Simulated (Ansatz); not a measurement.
Total energies of Ag2Cl2⁺ (the lowest doublet isomer of a short search) from Ansatz at PBE0-D4/def2-TZVP, gas phase (1 Eh = 27.2114 eV = 2625.5 kJ/mol). The reference geometry is relaxed at r2SCAN-D4/def2-SVP.

```xyz
4

Ag   -0.869    1.311   -0.281
Ag    0.870   -1.310    0.282
Cl    0.802    0.177   -1.653
Cl   -0.803   -0.178    1.653
```

| state | geometry | energy (Eh) |
| --- | --- | --- |
| charge 1 doublet | reference | -1213.88681 |
| charge 0 singlet | reference | -1214.21717 |
| charge 1 quartet | relaxed at r2SCAN-D4/def2-SVP | -1213.74008 |

In the def2 sets Ag takes a core potential; there is no spin–orbit coupling.

(1) Work out the vertical electron affinity, to the singlet.

(2) Which of the charge 1 states is lowest, and how far above it are the others?

(1) E(charge 1 doublet) − E(charge 0 singlet) = -1213.88681 − (-1214.21717) = 0.33036 Eh = 8.99 eV.

(2) The doublet. quartet: -1213.74008 − (-1213.88681) = 0.14673 Eh = 385.2 kJ/mol. The quartet differs in its bonds from the reference.

The structure comes from a short search, and lower isomers may exist.
